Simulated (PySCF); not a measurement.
Job file and geometry (Å, from GFN2-xTB) of an NMR shielding run on SMILES C=CCB(CC#N)N=C, C6H9BN2, PySCF, GIAO PBE0/pcSseg-1 NMR shielding, non-relativistic, gas phase; density fitting, a coarse starting grid and PySCF grid level 2 are the driver's defaults:

```
$ OMP_NUM_THREADS=1 python probes_run.py task.json out

{"job": {"kind": "nmr", "xc": "PBE0", "basis": "pcSseg-1"}, "charge": 0, "multiplicity": 1}
C      2.748794     0.600614     0.403603
C      1.977073    -0.357791    -0.076007
C      1.070016    -0.207099    -1.254983
B     -0.459437    -0.175131    -0.757404
C     -1.200779    -1.556478    -0.375327
C     -2.561666    -1.358116     0.024636
N     -3.646401    -1.168919     0.338721
N     -1.100935     0.987153    -0.622953
C     -1.701743     2.062661    -0.486938
H      3.378785     0.451427     1.263933
H      2.786985     1.576504    -0.052271
H      1.960451    -1.327781     0.405642
H      1.225046    -1.050612    -1.930540
H      1.324592     0.707080    -1.791157
H     -1.187485    -2.241715    -1.226888
H     -0.667416    -2.043231     0.445099
H     -2.292000     2.488617    -1.294158
H     -1.662639     2.619135     0.445815
```

**Question.** What does the program print?

**Answer.** 
```
coarse grid: 15312 points
cycle   1  E = -367.7616237241  dE =  1.206e+00  |g| = 5.788e-01  |ddm| = 3.820e+00
cycle   2  E = -367.6239230656  dE =  1.377e-01  |g| = 9.981e-01  |ddm| = 1.317e+00
cycle   3  E = -367.8431864723  dE = -2.193e-01  |g| = 1.745e-01  |ddm| = 8.266e-01
cycle   4  E = -367.8494964663  dE = -6.310e-03  |g| = 6.369e-02  |ddm| = 1.533e-01
cycle   5  E = -367.8502166827  dE = -7.202e-04  |g| = 3.156e-02  |ddm| = 6.094e-02
cycle   6  E = -367.8504288525  dE = -2.122e-04  |g| = 5.090e-03  |ddm| = 2.006e-02
cycle   7  E = -367.8504347967  dE = -5.944e-06  |g| = 1.414e-03  |ddm| = 4.949e-03
final grid: 148792 points
cycle   8  E = -367.9007372577  dE = -4.401e-05  |g| = 7.614e-03  |ddm| = 2.918e-02
cycle   9  E = -367.9007356788  dE =  1.579e-06  |g| = 8.085e-03  |ddm| = 1.349e-02
cycle  10  E = -367.9007524011  dE = -1.672e-05  |g| = 1.257e-03  |ddm| = 6.988e-03
cycle  11  E = -367.9007527699  dE = -3.688e-07  |g| = 2.984e-04  |ddm| = 1.011e-03
cycle  12  E = -367.9007527888  dE = -1.890e-08  |g| = 1.070e-04  |ddm| = 2.784e-04
cycle  13  E = -367.9007527913  dE = -2.515e-09  |g| = 3.457e-05  |ddm| = 9.379e-05
cycle  14  E = -367.9007527916  dE = -2.402e-10  |g| = 1.111e-05  |ddm| = 3.043e-05
converged SCF energy = -367.9007527916

GIAO shielding tensors (ppm)
atom      isotropic    diamagn.    paramagn.     s11        s22        s33       span
  0 C       65.758     254.436    -188.678    -45.349     86.919    155.705    201.054
  1 C       43.725     258.407    -214.682    -79.036     49.475    160.736    239.772
  2 C      154.876     251.746     -96.870    139.832    154.388    170.407     30.575
  3 B       77.588     196.735    -119.147     54.665     60.268    117.831     63.165
  4 C      180.631     254.861     -74.230    169.546    176.978    195.370     25.824
  5 C       63.015     258.792    -195.776    -55.591    -48.044    292.681    348.272
  6 N      -25.152     340.298    -365.450   -197.034   -180.606    302.182    499.216
  7 N     -138.741     325.491    -464.232   -329.451   -180.350     93.578    423.029
  8 C       42.570     257.305    -214.736    -36.914     23.610    141.014    177.928
  9 H       26.497      29.987      -3.490     23.499     25.417     30.574      7.075
 10 H       26.372      32.243      -5.871     22.894     25.808     30.414      7.520
 11 H       25.562      33.000      -7.438     23.162     24.311     29.213      6.051
 12 H       29.851      31.021      -1.170     26.859     28.378     34.316      7.457
 13 H       29.714      32.924      -3.210     26.766     28.654     33.722      6.956
 14 H       29.882      28.167       1.715     24.556     29.478     35.612     11.055
 15 H       29.709      31.678      -1.968     24.414     29.470     35.244     10.830
 16 H       23.994      28.641      -4.647     22.514     22.814     26.655      4.141
 17 H       23.980      32.224      -8.244     22.449     22.946     26.546      4.097
```

Size and cost of the density-fitted run: 198 basis functions, 59 s wall time on 1 thread of an Arm Neoverse N1, shared host; peak memory 0.86 GiB.
